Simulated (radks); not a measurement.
Species: the osmium ion Os+. Configuration: [Xe] 4f14 5d6 6s0.5 6d0.5 (fractional occupations, a model configuration).

Method: scalar-relativistic Kohn-Sham, XLYP, spin-polarised, spherical densities, finite nucleus; open shells are filled with parallel spins first (spin-orbit coupling, left out, can overturn this in heavy ions); Fermi nuclear charge, rms radius 5.4126 fm; computed with a radial shooting solver on a logarithmic mesh with Libxc functionals.

Energy parts (eV):
part                       energy
total                  -469456.99
kinetic                 520138.19
electron-nucleus      -1162499.41
Hartree                 182152.94
exchange-correlation     -9248.71

Orbitals (lengths in bohr, moments of r in powers of bohr; r(90%) holds 90 % of the orbital's charge):
| orbital | occ. | eigenvalue (eV) | r(90%) | <r^4> | <r> | <r^2> |
|---|---|---|---|---|---|---|
| 1s up | 1 | -73868.09 | 0.0323 | 5.122e-07 | 0.01774 | 0.0004335 |
| 1s down | 1 | -73868.09 | 0.0323 | 5.122e-07 | 0.01774 | 0.0004335 |
| 2s up | 1 | -12874.03 | 0.116 | 0.00007625 | 0.07490 | 0.006642 |
| 2s down | 1 | -12873.80 | 0.116 | 0.00007625 | 0.07490 | 0.006642 |
| 2p up | 3 | -11214.70 | 0.110 | 0.00006061 | 0.06727 | 0.005531 |
| 2p down | 3 | -11214.51 | 0.110 | 0.00006061 | 0.06727 | 0.005531 |
| 3s up | 1 | -3003.382 | 0.284 | 0.002784 | 0.1939 | 0.04299 |
| 3s down | 1 | -3003.302 | 0.284 | 0.002783 | 0.1939 | 0.04299 |
| 3p up | 3 | -2515.959 | 0.291 | 0.003018 | 0.1945 | 0.04388 |
| 3p down | 3 | -2515.868 | 0.291 | 0.003017 | 0.1945 | 0.04388 |
| 3d up | 5 | -1970.520 | 0.273 | 0.002326 | 0.1762 | 0.03636 |
| 3d down | 5 | -1970.359 | 0.273 | 0.002326 | 0.1762 | 0.03636 |
| 4s up | 1 | -641.4325 | 0.620 | 0.06417 | 0.4318 | 0.2105 |
| 4s down | 1 | -641.2042 | 0.620 | 0.06416 | 0.4319 | 0.2105 |
| 4p up | 3 | -481.4955 | 0.667 | 0.08565 | 0.4594 | 0.2400 |
| 4p down | 3 | -481.2813 | 0.667 | 0.08558 | 0.4594 | 0.2400 |
| 4d up | 5 | -282.7278 | 0.732 | 0.1230 | 0.4891 | 0.2769 |
| 4d down | 5 | -282.4787 | 0.731 | 0.1226 | 0.4889 | 0.2766 |
| 4f up | 7 | -61.9631 | 0.912 | 0.3294 | 0.5580 | 0.3847 |
| 4f down | 7 | -61.5455 | 0.906 | 0.3176 | 0.5553 | 0.3799 |
| 5s up | 1 | -102.2251 | 1.45 | 1.910 | 1.008 | 1.142 |
| 5s down | 1 | -100.4692 | 1.44 | 1.871 | 1.003 | 1.130 |
| 5p up | 3 | -61.7655 | 1.71 | 3.695 | 1.172 | 1.555 |
| 5p down | 3 | -59.5527 | 1.70 | 3.637 | 1.166 | 1.540 |
| 5d up | 5 | -17.0284 | 2.67 | 22.34 | 1.723 | 3.499 |
| 5d down | 1 | -14.5884 | 2.79 | 26.84 | 1.769 | 3.737 |
| 6s up | 0.5 | -15.3799 | 3.91 | 100.9 | 2.690 | 8.156 |
| 6s down | 0 | -13.9405 | 4.10 | 120.2 | 2.804 | 8.873 |
| 6d up | 0.5 | -3.3551 | 9.86 | 3928 | 6.662 | 50.35 |

The highest occupied level is 6d up at -3.355 eV. The configuration is held as typed, so some empty levels lie below it. The spin density at the nucleus is 47.92 e/bohr^3 (1s 0.05, 2s -1.69, 3s 0.17, 4s 1.98, 5s -18.12, 6s 65.53). Spin moment in Bohr magnetons: 5. The electron density at the nucleus is 1.79e+06 e/bohr^3 (large components only).
